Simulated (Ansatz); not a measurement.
A nudged elastic band was laid between two geometries of CH$_{5}$GaO (8 atoms, charge 0, multiplicity 1).

Theory: RKS PBE-D4/def2-SVP in Ansatz.

| Quantity | Value |
| --- | --- |
| movable images | 7 |
| climbing image | yes |
| spring | 5.0 eV/Å² |
| optimiser | quadratic models (default) |
| start path | through a guess of the saddle point |
| force threshold | 0.03 eV/Å |
| iteration limit | 60 |
| end points | relaxed |

First end point:

```xyz
8
Properties=species:S:1:pos:R:3
Ga 0.643 -0.008 -0.106
C 0.992 -0.081 1.837
H 0.092 -0.363 2.417
H 1.797 -0.814 2.050
H 1.344 0.910 2.192
H 1.646 0.281 -1.283
O -1.030 -0.297 -0.736
H -1.677 -0.476 -0.029
```

Last end point:

```xyz
8
Properties=species:S:1:pos:R:3
Ga -1.643 0.855 -1.706
C 1.613 -0.089 1.666
H 0.638 -0.065 1.141
H 1.643 -0.941 2.372
H 1.754 0.853 2.229
H 2.432 -0.199 0.930
O -1.354 -0.149 -0.206
H -1.275 -1.112 -0.085
```

Q: Which bonds break or form, and what moves?

A: Bonds broken: Ga1–C2, Ga1–H6. Bonds formed: C2–H6. CH5GaO becomes CH4 + GaHO.

Q: Give the energies along the band, and the barrier.

A: The run converged. The highest image is number 4 of 0 to 8, 64.0 kcal/mol above the first end and 69.7 kcal/mol above the last; the last end lies 5.7 kcal/mol below the first. The profile has 2 maxima (images 1, 4) with wells between them (image 2): this band takes more than one step, which may be the mechanism or a detour left from its start path. A structure lower than the first end lies on the path between it and the top, so the climb from that side starts below the end, which may itself be a saddle point or a shallow side well. Neighbouring images differ by up to 2.9 eV, so the band resolves the path poorly. A vibrational analysis at the climbing image gives one clearly imaginary mode, 1174i cm⁻¹: a first-order saddle point. The orbitals stay closed-shell, which can raise the energy where a bond breaks towards radicals; this wasn't checked here.

| image | path coordinate (Å) | energy (kcal/mol) | Ga1–C2 (Å) | Ga1–H6 (Å) | C2–H6 (Å) |
| --- | --- | --- | --- | --- | --- |
| 0 | 0.00 | 0.0 | 1.97 | 1.57 | 3.21 |
| 1 | 1.52 | 5.0 | 1.96 | 1.58 | 3.24 |
| 2 | 3.04 | -0.6 | 1.96 | 1.58 | 3.22 |
| 3 | 4.56 | -0.3 | 1.96 | 1.58 | 3.17 |
| 4 | 6.09 | 64.0 | 2.25 | 1.54 | 1.89 |
| 5 | 7.40 | -3.6 | 3.23 | 2.47 | 1.11 |
| 6 | 8.71 | -5.0 | 3.66 | 3.16 | 1.11 |
| 7 | 10.03 | -5.4 | 4.18 | 3.98 | 1.11 |
| 8 | 11.34 | -5.7 | 4.78 | 4.97 | 1.11 |

Q: What is the geometry of the highest image?

A: 
```xyz
8
Properties=species:S:1:pos:R:3
Ga 0.377 -0.304 -0.442
C 1.176 -0.063 1.649
H 0.630 -0.883 2.163
H 2.243 -0.081 1.944
H 0.733 0.928 1.891
H 1.861 -0.449 -0.066
O -1.334 0.036 0.005
H -1.879 -0.031 -0.803
```

The run took 2.9 min on 2 threads of Intel(R) Xeon(R) 6975P-C (Granite Rapids), with other jobs on the host, peak memory 0.14 GiB.
